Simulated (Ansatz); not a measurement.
Mo₃Se₈. Total charge 0; singlet. Geometry PBE-D4/def2-SVP.

```
atom   x (Å)   y (Å)   z (Å)
 Mo1   0.087  -0.217   1.351
 Mo2  -1.577  -1.213  -0.498
 Mo3   0.266   0.591  -1.208
 Se4  -0.601  -1.148  -2.728
 Se5   2.351  -0.950   1.919
 Se6  -3.204   0.295  -0.127
 Se7   2.433   0.992   0.479
 Se8  -0.890  -2.477   1.468
 Se9   2.605   0.196  -1.799
Se10  -0.890   1.282   2.722
Se11  -0.581   2.648  -1.578
```

In the def2 sets Mo takes a core potential; there is no spin–orbit coupling. Single mean-field runs in def2-TZVP are fitted with def2-universal-jkfit. The restricted singlet is unstable towards broken spin symmetry in Hartree–Fock (as tested in another run); at PBE-D4/def2-SVP, PBE-D4/def2-TZVP, r2SCAN-D4/def2-TZVP, PBE0-D4/def2-SVP and others this wasn't settled. Another isomer (singlet) lies 0.16 eV lower at PBE0-D4/def2-TZVP; other spin states weren't run for this one.

Problem. Estimate the orbital energies around the gap (eV) in Ansatz with PBE-D4/def2-SVP, PBE-D4/def2-TZVP, r2SCAN-D4/def2-TZVP, PBE0-D4/def2-SVP, CAM-B3LYP-D4/def2-TZVP.

Solution. 
```tsv
orbital	PBE-D4/def2-SVP	PBE-D4/def2-TZVP	r2SCAN-D4/def2-TZVP	PBE0-D4/def2-SVP	CAM-B3LYP-D4/def2-TZVP
HOMO−9	-7.21	-7.22	-7.55	-8.40	-9.58
HOMO−8	-7.20	-7.20	-7.51	-8.30	-9.43
HOMO−7	-7.00	-7.00	-7.32	-8.14	-9.27
HOMO−6	-6.73	-6.76	-7.04	-7.79	-8.94
HOMO−5	-6.44	-6.47	-6.75	-7.44	-8.54
HOMO−4	-6.13	-6.17	-6.46	-7.19	-8.35
HOMO−3	-6.10	-6.13	-6.41	-7.13	-8.25
HOMO−2	-6.01	-6.04	-6.31	-7.01	-8.12
HOMO−1	-5.86	-5.87	-6.15	-6.97	-8.11
HOMO	-5.62	-5.64	-5.90	-6.68	-7.76
LUMO	-4.80	-4.83	-4.92	-4.34	-3.45
LUMO+1	-4.12	-4.13	-4.15	-3.50	-2.46
LUMO+2	-4.07	-4.09	-4.13	-3.44	-2.42
LUMO+3	-4.04	-4.04	-4.06	-3.40	-2.37
LUMO+4	-3.60	-3.61	-3.66	-3.05	-2.07
LUMO+5	-3.30	-3.34	-3.34	-2.76	-1.90
```
